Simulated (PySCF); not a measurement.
SMILES C(S)CC(C)(C)C (C6H14S) (GFN2-xTB optimised geometry):

```
21

C     -0.655    -2.023     1.212
C     -0.141    -1.242     0.000
C     -0.638    -1.927    -1.278
C      1.390    -1.242     0.000
C     -0.691     0.197     0.000
C     -0.268     1.050     1.185
S     -1.088     2.684     1.158
H     -1.740    -1.979     1.264
H     -0.359    -3.067     1.135
H     -0.246    -1.627     2.138
H     -0.281    -2.953    -1.322
H     -0.279    -1.403    -2.160
H     -1.725    -1.942    -1.307
H      1.762    -2.258    -0.114
H      1.783    -0.844     0.932
H      1.775    -0.645    -0.824
H     -0.366     0.692    -0.920
H     -1.783     0.153    -0.020
H     -0.582     0.611     2.130
H      0.807     1.224     1.207
H     -0.605     3.067    -0.023
```

Calculation: PySCF 2.14.0 with PBE/def2-SVP.

Q: What are the frontier orbital energies and the dipole moment?

A: HOMO-2 -7.67 eV, HOMO-1 -7.28 eV, HOMO -5.20 eV, LUMO 0.10 eV, LUMO+1 0.83 eV; dipole moment 1.68 D.

Meta-Löwdin charges at PBE/def2-SVP: C1 -0.31, C2 0.08, C3 -0.30, C4 -0.31, C5 -0.18, C6 -0.21, S7 -0.11, H8 0.10, H9 0.10, H10 0.09, H11 0.10, H12 0.09, H13 0.10, H14 0.10, H15 0.09, H16 0.09, H17 0.09, H18 0.09, H19 0.11, H20 0.11, H21 0.07.
